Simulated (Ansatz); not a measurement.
Single points on Cu₂Pt.

```yaml
crystal:
  periodic: [false, false, false]
  atoms:
    - {symbol: Pt, position_ang: [0.200941, -1.326364, 0.144036]}
    - {symbol: Cu, position_ang: [0.649248, 0.876220, 0.843785]}
    - {symbol: Cu, position_ang: [-0.850188, 0.450143, -0.987821]}
basis:
  gaussian: {orbitals: def2-SVP, initial_orbitals: start.molden}
hamiltonian: {xc: pbe0, dispersion: d4}
scf: {omitted_lower_state_checks: [starts]}
output: {orbitals: {seedname: orbitals}}
```

The file start.molden holds the orbitals of an earlier run on this structure, at another level or in another basis.

```sh
$ ansatz run in.yaml --threads 4 --pin off --events-out ev --progress --plain --max-ram 3916MiB
```

Output, abridged:

```
Functional definition: PBE0
  name "PBE0"
  cite "Adamo & Barone, J. Chem. Phys. 110, 6158 (1999) doi:10.1063/1.478522"
  cite "Perdew, Burke & Ernzerhof, Phys. Rev. Lett. 77, 3865 (1996) doi:10.1103/PhysRevLett.77.3865"
  parent pbe
  parameter a = 0.25
  parameter kappa = 0.804
  parameter beta = 0.06672455060314922
  exchange = (1 - a)*pbe_x(kappa = kappa, mu = beta*pi^2/3) + a*exact_x
  correlation = pbe_c(beta = beta)
these checks for a lower state are left out or cut short: starts
1018 factors; integrals over basis functions are off by at most 1.0e-3 eV
mean field evaluation 1: about -92502.2604 eV, gradient 2.0e1 eV
mean field evaluation 2: about -92502.5581 eV, gradient 5.8e-1 eV
mean field evaluation 4: about -92502.6772 eV, gradient 1.7e-2 eV
mean field evaluation 8: about -92502.6772 eV, gradient 5.9e-5 eV
mean field -92502.67717066 eV, -3399.4106854554 hartree, gradient 5.9e-5 eV, S^2 0.000000; 0 other end points of the search recorded, 0 dependent functions left out
reference -92502.67720625 eV, -3399.4106867633 hartree; 38, 38 occupied and 56, 56 virtual orbitals, 1018 factors
Total energy: -92502.76647866 eV, -3399.4139674636 hartree
Checks for a lower state left out: starts
```

Hardware: 4 threads of Arm Neoverse V2 on a shared host. Wall time 1.8 s.

As the first input, with `gaussian: {orbitals: def2-TZVPP, initial_orbitals: start.molden}`, `correlation: {method: ccsd_t, frozen_orbitals: {Cu: 9, Pt: 0}}` and without the key `hamiltonian` (abridged; 37 s):

```
Functional definition: HF
mean field evaluation 16: about -92405.7155 eV, gradient 5.6e1 eV
mean field evaluation 32: about -92411.9605 eV, gradient 5.1e-3 eV
mean field -92417.34174321 eV, -3396.2746663390 hartree, gradient 1.4e-6 eV, S^2 0.000000
18 core orbitals not correlated, not the lowest: weight in the atoms' cores, before any rotation towards them, 1.000 or more for the frozen orbitals, at most 0.000 for the correlated occupied ones
second order -45.17681659 eV of doubles, -0.00000000 eV of singles
cycle   1  -37.05594709 eV  change     8.1e0 eV  update   3.2e-1
cycle   2  -39.43480520 eV  change    -2.4e0 eV  update   2.1e-1
cycle   3  -39.86436918 eV  change   -4.3e-1 eV  update   6.5e-2
cycle   4  -39.86823253 eV  change   -3.9e-3 eV  update   4.0e-2
cycle   5  -39.77758831 eV  change    9.1e-2 eV  update   2.3e-2
cycle   6  -39.76600914 eV  change    1.2e-2 eV  update   1.5e-2
cycle   7  -39.80018814 eV  change   -3.4e-2 eV  update   1.0e-2
cycle   8  -39.80482947 eV  change   -4.6e-3 eV  update   5.9e-3
[...]
cycle  11  -39.80462354 eV  change    1.5e-3 eV  update   1.6e-3
cycle  12  -39.80029140 eV  change    4.3e-3 eV  update   1.0e-3
cycle  13  -39.80176782 eV  change   -1.5e-3 eV  update   7.4e-4
cycle  14  -39.80189462 eV  change   -1.3e-4 eV  update   5.3e-4
cycle  15  -39.80185356 eV  change    4.1e-5 eV  update   3.4e-4
cycle  16  -39.80191579 eV  change   -6.2e-5 eV  update   2.5e-4
cycle  17  -39.80236713 eV  change   -4.5e-4 eV  update   1.5e-4
cycle  18  -39.80234747 eV  change    2.0e-5 eV  update   1.0e-4
cycle  19  -39.80213811 eV  change    2.1e-4 eV  update   6.1e-5
cycle  20  -39.80220188 eV  change   -6.4e-5 eV  update   4.0e-5
cycle  21  -39.80218747 eV  change    1.4e-5 eV  update   2.8e-5
perturbative correction -1.99963973 eV, -0.0734854048 hartree
Total energy: -92459.14357042 eV, -3397.8108551545 hartree
Checks for a lower state left out: starts
```

As the first input, with `gaussian: {orbitals: def2-TZVP, initial_orbitals: start.molden}`, `hamiltonian: {xc: hf}` (abridged; 1.4 s):

```
Functional definition: HF
mean field -92417.28731554 eV, -3396.2726661588 hartree, gradient 3.2e-5 eV, S^2 0.000000
Total energy: -92417.28731554 eV, -3396.2726661588 hartree
Checks for a lower state left out: starts
```

First input, but with `gaussian: {orbitals: def2-TZVP, initial_orbitals: start.molden}`, `hamiltonian: {xc: {name: wB97X-V}}`, `output: {forces: true, orbitals: {seedname: orbitals}}` (abridged; 8.5 s):

```
Functional definition: wB97X-V
mean field -92519.35532876 eV, -3400.0235964607 hartree, gradient 1.8e-5 eV, S^2 0.000000
Total energy: -92519.35532670 eV, -3400.0235963849 hartree
Atom 0 force     0.092479    -0.610154     0.066311 eV/Å
Atom 1 force     0.229501     0.383375     0.303666 eV/Å
Atom 2 force    -0.321981     0.226780    -0.369977 eV/Å
Dipole moment:    -0.075552     0.498712    -0.054155 e Å
Checks for a lower state left out: starts
```

First input, but with `gaussian: {orbitals: def2-TZVP, initial_orbitals: start.molden}`, `hamiltonian: {xc: {name: CAM-B3LYP}, dispersion: d4}` (abridged; 3.1 s):

```
Functional definition: CAM-B3LYP
mean field -92533.67064327 eV, -3400.5496745654 hartree, gradient 1.8e-5 eV, S^2 0.000000
Total energy: -92533.76641318 eV, -3400.5531940449 hartree
Checks for a lower state left out: starts
```

The first input with `gaussian: {orbitals: def2-TZVP, initial_orbitals: start.molden}` (abridged; 2.7 s):

```
Functional definition: PBE0
mean field -92516.15422897 eV, -3399.9059582130 hartree, gradient 3.5e-5 eV, S^2 0.000000
Total energy: -92516.24353258 eV, -3399.9092400603 hartree
Checks for a lower state left out: starts
```

The first input with `gaussian: {orbitals: def2-TZVP, initial_orbitals: start.molden}`, `correlation: {method: mp2, frozen_orbitals: {Cu: 9, Pt: 0}}` and without the key `hamiltonian` (abridged; 1.9 s):

```
Functional definition: HF
mean field -92417.28731554 eV, -3396.2726661588 hartree, gradient 2.0e-6 eV, S^2 0.000000
18 core orbitals not correlated, not the lowest: weight in the atoms' cores, before any rotation towards them, 1.000 or more for the frozen orbitals, at most 0.000 for the correlated occupied ones
second order -35.95150428 eV of doubles, -0.00000000 eV of singles
Total energy: -92453.23881982 eV, -3397.5938595723 hartree
Checks for a lower state left out: starts
```

Geometry: r2SCAN-D4/def2-TZVP.

In the def2 sets Pt takes a core potential; there is no spin–orbit coupling. Correlated methods freeze 18 core orbitals; core or outer-core shells of Pt are correlated, in sets that lack core-valence functions. The structure comes from a short search, and lower isomers may exist.
